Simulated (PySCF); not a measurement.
VOCl2, SMILES [O]=[V]([Cl])[Cl] (connectivity only; charge and spin as stated), neutral, multiplicity 2.

Coordinates come from a ωB97X-D3(BJ)/def2-SVP optimisation. The multiplicity is an assumed one; other spin states were not compared. The isomer is the one that the SMILES or the coordinates give; other isomers of the formula were not compared.

Method: CAM-B3LYP/def2-TZVPD run with PySCF.

Gas-phase values at a fixed geometry.

Question: Estimate the frontier levels, dipole moment and polarisability. (Estimate from the structure and the level; the computed values follow.)

Answer: 
The α spin, highest occupied and lowest empty level comes out as -10.26 and -3.11 eV and the β spin, highest occupied and lowest empty level comes out as -10.92 and -2.69 eV. The dipole moment is 0.12 D and the quadrupole, principal values (traceless, Buckingham form, about the centre of nuclear charge) is -3.78, -3.02, 6.80 D·Å. The mean static polarisability is 62.9 bohr³ (9.32 Å³), the polarisability, principal values is 44.8, 64.6, 79.2 bohr³ and the ⟨S²⟩ is 0.762 (pure state 0.75).
